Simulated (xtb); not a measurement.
xtb input:

```bash
xtb mol.xyz --gfn 1 --sp --chrg -1 --uhf 0
```
mol.xyz:
```
6

N      1.55609716     0.33309840    -0.75361687
Si     0.13437209     0.01844009    -0.05658732
F     -0.61488279    -1.41739840    -0.29314277
F     -0.04113472     0.11298649     1.56798398
F     -1.02437634     1.04427994    -0.54290569
H      2.34965527    -0.24866234    -0.51987920
```

### Question
Which total energy does the run end on?

### Answer
-21.46592 Eh (GFN1-xTB).

It need not be the lowest isomer of its formula. Whether it binds its extra electron was not tested at this geometry.
